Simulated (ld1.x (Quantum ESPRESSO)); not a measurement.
Ti: TM pseudisation with PBE, scalar-relativistic reference atom.

* Element: titanium
* Generator: ld1.x (Quantum ESPRESSO) 7.5
* Type: norm-conserving Troullier–Martins (Kleinman–Bylander form)
* Functional: PBE
* Relativity: scalar-relativistic
* Frozen core: [Ar]
* Valence charge: 4
* Reference configuration: 3d2 4s2 4p0
* Partial waves: 4p (bound, empty): rc 3.60 bohr; 3d (bound): rc 1.25 bohr; 4s (bound): rc 2.85 bohr
* Local potential: the s channel
* Core correction: none

All-electron outer shells of the reference configuration (PBE, scalar-relativistic, ld1.x):

```
shell  level (eV)  outermost node (bohr)  outermost maximum (bohr)
   3s      -62.63                   0.40                      0.87
   3p      -38.86                   0.37                      0.90
   4s       -4.47                   1.24                      2.92
   3d       -4.26                      –                      0.98
   4p       -1.47                   1.39                      3.80
```

(1) Estimate the cutoffs (Ry, on a coarse ladder) from which the occupation-weighted sum of valence levels, in a spherical-Bessel basis at the reference potential, stays within 10 and 1 mRy of its value at 400 Ry.

(2) Does the potential have ghost states?

(3) Which valence shell sets the plane-wave cutoff?

Results:

(1) 100 Ry and 120 Ry.

(2) No extra level below or beside the all-electron valence levels (p, d, s, f tested).

(3) 3d: its level needs 120 Ry to come within 1 mRy, against 12 Ry for 4s.

Its largest configuration-test error is +268 meV (3d1 4s0 4p0). 1 of 7 tests not solved or not reliable.
